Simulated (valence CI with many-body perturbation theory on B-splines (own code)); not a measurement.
Values are calculated unless marked as measured or tabulated.
Gd LII in three bases

Level of theory: relativistic CI+MBPT: three valence electrons over a frozen Dirac-Fock core [Ne], radial functions for each j: 9 s, 9 p, 8 d, 6 f, 3 g, 1 h, with the one-electron correlation potential Σ1 (screened to all orders), the two-electron term Σ2, the three-electron term Σ3, Breit, model QED; selected single and double excitations, second order for the rest, scaled by the run's own slope (own B-spline code, finite nucleus).

The last digits are not significant, and no measured levels were compared; by estimate large intervals hold to a few tenths of a per cent, small ones and those within an open d or f shell to about a per cent.

The reference run has the lowest level (3s^2 3p1/2) J=1/2 and an ionisation energy of 4694.69 eV. Its largest variational space holds 8471 state functions.

Levels are named by their leading jj configuration (3d3/2^4 stands for four electrons in 3d with j = 3/2), which in mixed levels can hold well under half, so a name can repeat and another be missing. Letters in brackets count levels of one name in rising energy.

Changed runs:
A. basis 6 s, 6 p, 5 d, 3 f, 1 g
B. basis 5 s, 5 p, 4 d, 2 f

Excitation energies of the reference run in cm⁻¹, and shifts in cm⁻¹:

| Level | Reference | A | B |
| --- | --- | --- | --- |
| (3s 3p1/2^2) J=1/2 | 1070050 | -16 | -57 |
| (3s^2 3p3/2) J=3/2 | 1475570 | -23 | -56 |
| (3s 3p1/2 3p3/2) J=3/2 [a] | 2352620 | -159 | -496 |
| (3s 3p1/2 3p3/2) J=5/2 | 2470470 | -37 | -115 |
| (3s 3p1/2 3p3/2) J=3/2 [b] | 2620160 | +17 | +51 |
| (3s 3p1/2 3p3/2) J=1/2 | 2688170 | +52 | +196 |
| (3s^2 3d3/2) J=3/2 | 3036170 | +282 | +912 |
| (3s^2 3d5/2) J=5/2 | 3312150 | +192 | +556 |
| (3p1/2^2 3p3/2) J=3/2 | 3685830 | -39 | -130 |
| (3s 3p1/2 3d3/2) J=3/2 [a] | 3796960 | -12 | -67 |
| (3s 3p1/2 3d3/2) J=5/2 | 3883260 | +87 | +200 |
| (3s 3p3/2^2) J=5/2 | 3927880 | -20 | -3.5 |
| Ionisation energy (eV) | 4694.69 | -0.02 | -0.06 |
